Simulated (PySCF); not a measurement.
**EPR parameters of C8H6N**

Compound: C8H6N (doublet state).
Cartesian coordinates in Å at the GFN2-xTB level; atoms count from 1:
```
atom  x, y, z in Å
C1    -2.7953    0.3250    0.2520
C2    -1.4786    0.0582    0.1300
C3    -0.8853   -1.2112   -0.3076
C4     0.4492   -1.0969   -0.3040
C5     0.8107    0.2539    0.1359
C6     2.0932    0.7425    0.2659
C7     3.2176   -0.0206   -0.0163
N8     4.1570   -0.6476   -0.2482
C9    -0.3856    0.9381    0.3945
H10   -3.5399   -0.4178    0.0237
H11   -3.1455    1.2883    0.5814
H12   -1.4673   -2.0724   -0.5778
H13    1.1765   -1.8414   -0.5704
H14    2.2626    1.7572    0.5997
H15   -0.4737    1.9528    0.7343
```

The hyperfine couplings belong to this conformer and change with its torsions.

The species is `C=C1C=CC([CH]C#N)=C1` [radical].

Theory: UKS B3LYP, pcH-1 on C H N, non-relativistic, mean-field spin-orbit, GIAO in PySCF 2.14.0. The structure is a single GFN2-xTB conformer in the gas phase; no vibrational or solvent corrections. The geometry wasn't refined by DFT: couplings that depend on bond lengths, twists or pyramidal angles can differ widely from those at the functional's own minimum. The SCF solution wasn't tested for stability. ⟨S²⟩ is 0.791 where a pure state has 0.75.

```json
{
  "g1, g2, g3": "2.00220, 2.00301, 2.00313",
  "g_iso": "2.00278",
  "Form of g": "close to axial: the two nearest values differ by 13 % of g3 − g1",
  "⟨S²⟩": "0.7906 (exact 0.7500)",
  "HOMO–LUMO gap, α and β orbitals": "3.53, 3.34 eV",
  "Basis functions": "285"
}
```

Hyperfine couplings atom by atom, in MHz; T1 to T3 are the principal values of the dipolar part; ρ(0) is the spin density at the nucleus:

| atom | isotope | a_iso | T1 | T2 | T3 | Mulliken spin population | ρ(0) (bohr⁻³) |
| --- | --- | --- | --- | --- | --- | --- | --- |
| C1 | 13C | 27.6 | -26.3 | -25.0 | 51.3 | 0.35 | 0.0246 |
| C2 | 13C | -31.5 | -18.4 | 7.0 | 11.3 | -0.17 | -0.0280 |
| C3 | 13C | 1.0 | -3.8 | 1.4 | 2.4 | -0.01 | 0.0009 |
| C4 | 13C | 2.6 | -2.6 | 0.8 | 1.9 | 0.00 | 0.0023 |
| C5 | 13C | -38.3 | -23.0 | 9.1 | 13.8 | -0.20 | -0.0340 |
| C6 | 13C | 39.0 | -36.1 | -34.9 | 71.0 | 0.45 | 0.0347 |
| C7 | 13C | -33.2 | -11.2 | -0.6 | 11.9 | -0.11 | -0.0295 |
| N8 | 14N | 4.7 | -9.7 | -7.4 | 17.1 | 0.20 | 0.0147 |
| C9 | 13C | 48.2 | -44.9 | -43.6 | 88.5 | 0.56 | 0.0429 |
| H10 | 1H | -22.1 | -12.9 | -0.5 | 13.4 | -0.02 | -0.0049 |
| H11 | 1H | -20.7 | -10.0 | -1.4 | 11.5 | -0.02 | -0.0046 |
| H12 | 1H | 0.8 | -1.2 | -0.4 | 1.6 | 0.00 | 0.0002 |
| H13 | 1H | 0.2 | -1.4 | -0.2 | 1.6 | 0.00 | 0.0001 |
| H14 | 1H | -29.8 | -13.9 | -1.7 | 15.7 | -0.02 | -0.0067 |
| H15 | 1H | -34.7 | -18.5 | -1.7 | 20.1 | -0.02 | -0.0078 |

Largest spin populations (Mulliken): C9 (+0.56), C6 (+0.45), C1 (+0.35) and N8 (+0.20). Four atoms exceed +0.15. The positive populations add up to 1.57 and the negative ones to -0.57, together 2S = 1. The angles at C9 add up to 360.0°, so it is planar.

The SMILES `C=C1C=CC([CH]C#N)=C1` draws the unpaired electron on C6, whose computed spin population is only +0.45.

Axes: g1 is normal to the molecular plane, g2 points within 14° of the C6–C7 bond and g3 points within 1° of the C2–C9 bond.

Under fast tumbling the dipolar parts average out, and these isotropic splittings remain: 1 × 1H (H15, I = 1/2, 2 lines) with 1.24 mT, 1 × 1H (H14, I = 1/2, 2 lines) with 1.06 mT, 1 × 1H (H10, I = 1/2, 2 lines) with 0.79 mT, 1 × 1H (H11, I = 1/2, 2 lines) with 0.74 mT and 1 × 14N (N8, I = 1, 3 lines) with 0.17 mT.

The 13C coupling of C9 (48.2 MHz) shows only in satellite lines or after enrichment, since that isotope makes up about 1.07 % of natural carbon.

Examples of negative spin density at the nucleus (bohr⁻³): C5 (-0.0340), C7 (-0.0295) and C2 (-0.0280).
